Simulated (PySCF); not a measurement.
Fractional electron number in Fe (iron, neutral)

The 4s beta orbital of [Ar] 3d6 4s2 is emptied in steps (occupation f), with all orbitals relaxed, ending at [Ar] 3d6 4s1. Calculation: PySCF 2.14, in def2-TZVPPD; no relativity, point nucleus. The exact energy is a straight line in f; departures are measured from the line between the end points of the same method.

```
   f  UHF (eV)  LDA (eV)  PBE (eV)
   1     0.000     0.000     0.000
0.75     0.038    -0.583    -0.564
 0.5     0.047    -0.781    -0.758
0.25     0.033    -0.587    -0.572
   0     0.000     0.000     0.000
```

```tsv
method	E(f=0) − E(f=1) (eV)	−ε at f=1 (eV)	−ε at f=0.5 (eV)
UHF	6.368	6.586	6.356
LDA	8.057	4.966	8.048
PBE	7.760	4.774	7.736
```

Orbital energy along the path (eV):

```
   f     UHF      LDA      PBE
   1  -6.586   -4.966   -4.774
0.75  -6.458   -6.490   -6.240
 0.5  -6.356   -8.048   -7.736
0.25  -6.272   -9.620   -9.277
   0  -6.202  -11.157  -10.587
```

Reference removal energy between the ground levels: 7.902 eV (measured; NIST Atomic Spectra Database, ionization energies). The calculation has no spin-orbit coupling. UHF lacks correlation.
